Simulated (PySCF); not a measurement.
How methods differ on the ionisation energy of I⁺

I⁺ [Kr] 4d10 5s2 5p4 (3P) → I²⁺ [Kr] 4d10 5s2 5p3 (4S), as a difference of total energies. Calculation: PySCF 2.14, in aug-cc-pVDZ-PP with ECP28MDF (5s4p3d, 32 functions); scalar relativity through the core potential. Correlated levels: valence: 4s2 4p6 4d10 frozen. The calculations carry no spin-orbit coupling.

```csv
method,ionisation energy (eV),error (eV)
UHF,17.602,-1.148
MP2 (valence),17.985,-0.765
SCS-MP2 (valence),17.994,-0.756
CCSD (valence),18.020,-0.730
CCSD(T) (valence),18.031,-0.719
CCSDT (valence),18.034,-0.716
```

Reference: 18.750 eV (measured; NIST levels, between the centres of gravity of the two terms).

Errors of the correlated levels include the incompleteness of this basis and the frozen core.
